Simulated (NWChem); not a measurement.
# C$_{4}$H$_{6}$Si; SMILES C([SiH2]C#C)=C

```xyz
11

C      0.7175     2.6957     0.1002
C      0.1196     1.6367     0.0477
Si    -0.7687     0.0282    -0.0397
C      0.4115    -1.3558    -0.4654
C      0.5902    -2.4304     0.3112
H      1.2445     3.6324     0.1480
H     -1.4007    -0.2587     1.2823
H     -1.8345     0.1602    -1.0787
H      0.9810    -1.2876    -1.4018
H      0.0553    -2.5556     1.2597
H      1.2806    -3.2366     0.0383
```
Atoms are numbered in this order, from 1.

Program: NWChem. Pople sets run with spherical d functions. STO-3G and 3-21G are far too small for this property and stand as cheap habits. The geometry was optimised at PBE0/def2-SVP. B3LYP is NWChem's, with the RPA form of VWN correlation. Field at 589 nm.

For level B3LYP/6-31G*:

- isotropic polarisability (bohr³): 62.2
- anisotropy (bohr³): 43.7

Q: Estimate the same quantities for level B3LYP/STO-3G.

A: 
| Item | Result |
|---|---|
| isotropic polarisability (bohr³) | 33.9 |
| anisotropy (bohr³) | 30.5 |
